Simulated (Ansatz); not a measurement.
Species: V, charge 2, quartet.

Total energies in cc-pwCVTZ-DK, 11 correlated electrons, 5 frozen orbitals. Open shells are spin-unrestricted; no spin-orbit coupling. The -DK rows use spin-free X2C, correlate 3s3p of the metal (1s2s2p frozen) and give its partners the cc-pVXZ-DK valence sets. Open-shell metal atoms are single determinants, not pure terms.

| method | program | energy (Eh) | minus CCSDT(Q) (mEh) |
|---|---|---|---|
| HF | Ansatz | -947.43484 | 389.24 |
| MP2 | Ansatz | -947.79970 | 24.38 |
| CCSD | Ansatz | -947.81557 | 8.51 |
| CCSD(T) | Ansatz | -947.82372 | 0.36 |
| CCSDT(Q) | Ansatz | -947.82408 | 0.00 |

Ansatz is a first-principles code.
